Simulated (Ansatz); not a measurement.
Reaction (redistribution): `C=[C](S)[AlH][OH]` + `O=[CH][SnH3]` → `C=[C]([AlH2])S` + `O=[CH][SnH2][OH]`

Program: Ansatz. Geometries: PBE0-D4/def2-TZVP. ΔE: electronic, gas phase. CCSD(T)/CBS is the MP2 limit (def2-TZVPP, def2-QZVPP) plus CCSD(T) − MP2 in def2-TZVPP, frozen cores. DFT in def2-TZVPP. HSE06 is defined as in plane-wave codes. Elements past krypton have def2 core potentials. For Sn outer-core shells are correlated without core-valence functions, which leaves a few kJ/mol of doubt a bond. One conformer a species, not always the lowest.

**Question.** Is it downhill or uphill in electronic energy at CCSD(T)/CBS, and by how much? (Estimate.)

**Answer.** Computed: Uphill: ΔE = +119.5 kJ/mol.

**Question.** What do these levels give: r2SCAN-D4, PBE, HSE06, CAM-B3LYP, LC-ωPBE, CCSD/CBS(def2)? (Estimate.)

**Answer.** Ansatz gave: r2SCAN-D4 125.9, PBE 120.4, HSE06 124.1, CAM-B3LYP 127.5, LC-ωPBE 124.7, CCSD/CBS(def2) 121.4 kJ/mol.

**Question.** What do rigid-rotor, harmonic-oscillator terms from PBE0-D4/def2-TZVP frequencies (298.15 K, 1 bar) make of the CCSD(T)/CBS value? (An estimate is asked.)

**Answer.** The calculation gave: ΔZPE = -0.3 kJ/mol, ΔH = +118.6 kJ/mol, ΔS = -8 J/(mol·K), ΔG = +121.2 kJ/mol. Modes under 50 cm⁻¹ make the entropy rough.

Largest T1 diagnostic among the species: 0.016.

From PBE to PBE0 (25 % exact exchange), in def2-TZVPP and without D4, ΔE moves by +3.9 kJ/mol. Leaving LDA and LC-ωPBE aside and taking each functional with its dispersion term where it has one, the values, not all of them listed here, spread over 13.2 kJ/mol, from revPBE-D4 to r2SCAN0-D4. LDA lies +9.3 kJ/mol from PBE without D4.
